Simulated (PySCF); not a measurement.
4H-1,3,5-dioxazine (C3H5NO2), SMILES C1OC=NCO1.

Geometry: ωB97X-D3(BJ)/def2-SVP. Other conformers were not sampled.

Two levels are set side by side: PBE/def2-TZVP (PySCF) and M06-2X/def2-TZVP (PySCF). Same geometry, gas phase. Differences are taken from unrounded values.

```json
[
 {"quantity": "orbital gap (eV)", "M06-2X": "10.07", "PBE": "5.17", "PBE minus M06-2X": "-4.90"},
 {"quantity": "highest occupied level (eV)", "M06-2X": "-9.01", "PBE": "-6.11", "PBE minus M06-2X": "2.89"},
 {"quantity": "lowest empty level (eV)", "M06-2X": "1.06", "PBE": "-0.95", "PBE minus M06-2X": "-2.01"},
 {"quantity": "dipole moment (D)", "M06-2X": "1.44", "PBE": "1.40", "PBE minus M06-2X": "-0.03"},
 {"quantity": "mean polarisability (bohr³)", "M06-2X": "46.5", "PBE": "48.8", "PBE minus M06-2X": "2.3"}
]
```

PBE's occupied levels lie high since its potential decays too fast outside the molecule; exact exchange lowers them and widens the gap. Loosely held outer electrons make PBE densities more polarisable. Differences between two approximate levels are no errors against the true value.

Rough cost on one machine, each run with all the roots and properties that it gave: M06-2X against PBE about 3 times.
